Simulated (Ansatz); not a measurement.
Compare A (`CB1[SiH2]S1`) with its isomer B (`C[SiH]1BS1`).

Gas-phase electronic energies from Ansatz, PBE0-D4/def2-TZVP geometries. CCSD(T)/CBS adds triple-zeta CCSD(T) − MP2 to the extrapolated MP2 energy (def2 sets, frozen cores). Functionals use def2-TZVPP. B3LYP here is the variant with VWN-RPA as its local correlation; programs differ in this.

A:

Z-matrix (Å, degrees):
```
C
B 1 1.546
H 1 1.096 2 109.6
H 1 1.095 2 110.1 3 -115.7
H 1 1.092 2 113.9 3 121.8
Si 2 1.942 1 153.1 3 59.7
S 2 1.777 1 135.8 3 -119.8
H 6 1.483 2 124.3 1 86.0
H 6 1.483 2 124.3 1 -85.3
```

B:

```xyz
9

C     0.502    1.348   -0.210
Si    0.139   -0.470   -0.405
B    -0.596   -1.622    0.959
S    -1.921   -1.078   -0.081
H     0.020    1.742    0.686
H     1.581    1.504   -0.119
H     0.150    1.911   -1.077
H     0.699   -1.013   -1.668
H    -0.575   -2.322    1.915
```

Task: Which is lower in electronic energy at CCSD(T)/CBS, and by how much? (Best estimate.)

Result: The calculation gave: A, by 1.1 kcal/mol.

Task: Give E(B) − E(A) in kcal/mol with BLYP-D4, PBE-D4, PBE0-D4, r2SCAN-D4, B3LYP, B3LYP-D4, MP2/def2-TZVPP. (An estimate is asked.)

Result: Computed: BLYP-D4 2.1, PBE-D4 2.3, PBE0-D4 2.1, r2SCAN-D4 1.9, B3LYP 2.1, B3LYP-D4 2.0, MP2/def2-TZVPP 1.4. None reverses the order clearly.

Task: Does the order hold for the free energy at 298.15 K (harmonic terms from PBE0-D4)? (An estimate is asked.)

Result: Ansatz gave: Yes: G(B) − G(A) = +1.9 kcal/mol.

Largest T1 diagnostic: 0.015.

At CCSD(T), def2-SVP lies +2.7 kcal/mol from the extrapolated value and def2-TZVPP +0.4 kcal/mol. Leaving LDA and LC-ωPBE aside and taking each functional with its dispersion term where it has one, the values, not all of them listed here, spread over 1.4 kcal/mol, from ωB97M-V to B97M-V.
